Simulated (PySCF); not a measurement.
N-ethenylpropan-2-imine (C₅H₉N), SMILES C=CN=C(C)C.

The structure is a stationary point at B3LYP-D3(BJ)/def2-SVP. Other conformers were not sampled.

Calculation: r2SCAN/def2-TZVP run with PySCF.

The molecule is in vacuum.

| Property | Value |
|---|---|
| total energy | -250.60247 hartree |
| highest occupied level | -5.41 eV |
| lowest empty level | -1.22 eV |
| orbital gap | 4.19 eV |
| dipole moment | 2.01 D |
| quadrupole, principal values (traceless, Buckingham form, about the centre of nuclear charge) | -4.57, 0.29, 4.28 D·Å |
| mean static polarisability | 72.7 bohr³ (10.77 Å³) |
| polarisability, principal values | 53.9, 66.0, 98.1 bohr³ |
